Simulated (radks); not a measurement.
Results of a calculation; reference values are marked as such.
Problem. The mean radii <r> (bohr) of the occupied orbitals of an atom or ion are listed with their occupations. Level of theory: Dirac Kohn-Sham, PBE, spin-unpolarised, spherical densities, finite nucleus; Fermi nuclear charge, rms radius of each element as measured or else 0.836 A^(1/3) + 0.57 fm (a radial shooting solver on a logarithmic mesh with Libxc functionals).

| orbital | occ. | <r> |
|---|---|---|
| 1s1/2 | 2 | 0.02971 |
| 2s1/2 | 2 | 0.1281 |
| 2p1/2 | 2 | 0.1085 |
| 2p3/2 | 4 | 0.1137 |
| 3s1/2 | 2 | 0.3483 |
| 3p1/2 | 2 | 0.3394 |
| 3p3/2 | 4 | 0.3505 |
| 3d3/2 | 4 | 0.3223 |
| 3d5/2 | 6 | 0.3258 |
| 4s1/2 | 2 | 0.8481 |
| 4p1/2 | 2 | 0.9013 |
| 4p3/2 | 4 | 0.9317 |
| 4d3/2 | 4 | 1.173 |
| 4d5/2 | 6 | 1.190 |
| 5s1/2 | 2 | 2.616 |
| 5p1/2 | 1 | 3.636 |

Name the element and its charge. Open shells, if any, fill j = l - 1/2 first.

Solution. Z = 49, indium, charge 0: In in [Kr] 4d10 5s2 5p1. The 1s radius gives Z: for a bare nucleus <r> = (2 gamma + 1)/(2Z) with gamma = sqrt(1 - (Z/c)^2), 0.02926 bohr for Z = 49, and screening makes it slightly larger (0.02971 here). The occupations add up to 49, and the charge is Z minus that.
